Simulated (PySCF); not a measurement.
# Ionisation energy of Ag⁴⁵⁺ by level of theory

Ag⁴⁵⁺ 1s2 → Ag⁴⁶⁺ 1s1 [1s1/2^1, M_J = 1/2], as a difference of total energies. All numbers are calculated (PySCF 2.14, the two-component X2C-1e Hamiltonian, in an uncontracted even-tempered set (15 s from 96 bohr⁻², ratio 2.4; 10 p from 130 bohr⁻², ratio 2.4; 3 d from 390 bohr⁻², ratio 2.6; 3 f from 590 bohr⁻², ratio 2.6)). Correlated levels: nothing frozen; the 32 highest virtual spinors dropped. "Screened" scales the spin-orbit matrix elements by Boettger's factors to mimic the two-electron term; Breit and QED terms are absent.

```json
{"method": "GHF (screened spin-orbit)", "ionisation energy (eV)": "30141.5", "difference from reference (eV)": "+44.2"}
{"method": "GMP2 (screened spin-orbit)", "ionisation energy (eV)": "30143.0", "difference from reference (eV)": "+45.7"}
```

Reference: 30097.3 eV (theoretical estimate listed by NIST; NIST Atomic Spectra Database, ionization energies).

For this ion Breit and QED terms and the two-electron picture change, all absent here, outweigh the correlation shift from GHF to GMP2.
